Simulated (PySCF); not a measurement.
CaF, SMILES [F][Ca], multiplicity 2. Coordinates come from a PBE0-D3(BJ)/def2-TZVPD optimisation. The spin state was assumed, not searched.

These are PBE0-D3(BJ)/def2-TZVPD (PySCF) values and carry that method's errors.

Harmonic wavenumbers (cm⁻¹): 588. Rotational constants (GHz): 10.26 (linear); symmetry number 1.

Problem. Work out the zero-point energy and the ideal-gas rigid-rotor harmonic-oscillator thermochemistry at 298.15 K and 1 atm.

Solution. ZPE = ½ Σ hcν = ½ × 588 cm⁻¹ = 3.51 kJ/mol. H − E(el) = 12.63 kJ/mol. Entropy in J/(mol K): translation 159.62, rotation 61.58, vibration 1.97, spin 5.76, total 228.93. G − E(el) = -55.63 kJ/mol. Cp = 33.53 J/(mol K).
